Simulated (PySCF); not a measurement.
Vertical excitations of a molecule C4H2BrCl from TDDFT-M06-2X/def2-SVPD (PySCF), as energy in eV (oscillator strength): 4.96 (0.000), 5.20 (0.379), 5.25 (0.000), 5.87 (0.000), 6.14 (0.000), 6.24 (0.007), 6.62 (0.001), 6.66 (0.041), 6.83 (0.007), 6.89 (0.018). Lowest triplet (TDA): 3.36 eV. Geometry optimised at B3LYP-D3(BJ)/def2-SVP. Other conformers were not sampled.

Q: Which structure fits?
A. C#C/C=C(/Cl)Br
B. C#C/C(Cl)=C\Br
C. C#C/C(Br)=C\Cl

A: A, C#C/C=C(/Cl)Br
